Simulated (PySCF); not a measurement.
**Interval between two levels of Al²⁺ by level of theory**

Al²⁺ [Ne] 3s1 [2S1/2, M_J = 1/2] → Al²⁺ [Ne] 3p1 [2P3/2, M_J = 3/2], as a difference of total energies. All numbers are calculated (PySCF 2.14, the two-component X2C-1e Hamiltonian, in x2c-TZVPall-2c with one added diffuse shell each of s, p type (6s7p2d1f, 44 functions)). Correlated levels: [Ne] frozen; the 6 highest virtual spinors dropped. "Screened" scales the spin-orbit matrix elements by Boettger's factors to mimic the two-electron term; Breit and QED terms are absent.

| method | interval between two levels (cm⁻¹) |
| --- | --- |
| GHF (spin-free) | 53108 |
| GMP2 (spin-free) | 53108 |
| GCCSD (spin-free) | 53108 |
| GCCSD(T) (spin-free) | 53108 |
| GHF (screened spin-orbit) | 53187 |
| GMP2 (screened spin-orbit) | 53187 |
| GCCSD (screened spin-orbit) | 53187 |
| GCCSD(T) (screened spin-orbit) | 53187 |
